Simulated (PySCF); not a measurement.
Fractional electron number in Ni⁺ (nickel, charge +1)

The 3d beta orbital of [Ar] 3d9 is emptied in steps (occupation f), with all orbitals relaxed, ending at [Ar] 3d8. Computed with PySCF 2.14 in jorge-DZP-DKH (8s6p2d1f, 43 functions), with the spin-free X2C one-electron Hamiltonian (Gaussian nucleus). The exact energy is a straight line in f; departures are measured from the line between the end points of the same method.

| f | PBE0 (eV) | LC-wPBE (eV) |
| --- | --- | --- |
| 1 | 0.000 | 0.000 |
| 0.9 | -0.469 | -0.238 |
| 0.7 | -1.089 | -0.567 |
| 0.5 | -1.297 | -0.681 |
| 0.3 | -1.091 | -0.575 |
| 0.1 | -0.468 | -0.248 |
| 0 | 0.000 | 0.000 |

For PBE0, how does the orbital energy at f = 1 compare with the removal energy?

−ε = 12.050 eV against a total-energy difference of 17.190 eV. By Janak's theorem ε = ∂E/∂f, so the gap between them reflects the curvature. Along the path −ε is 13.159 (f = 0.9), 15.111 (f = 0.7), 17.183 (f = 0.5), 19.262 (f = 0.3), 21.348 (f = 0.1) eV.

```csv
method,E(f=0) − E(f=1) (eV),−ε at f=1 (eV),−ε at f=0.5 (eV)
PBE0,17.190,12.050,17.183
LC-wPBE,17.492,14.936,17.470
```

Reference removal energy between the ground levels: 18.169 eV (measured; NIST Atomic Spectra Database, ionization energies). The calculation has no spin-orbit coupling. The determinant left behind need not be the lowest term of the ion.
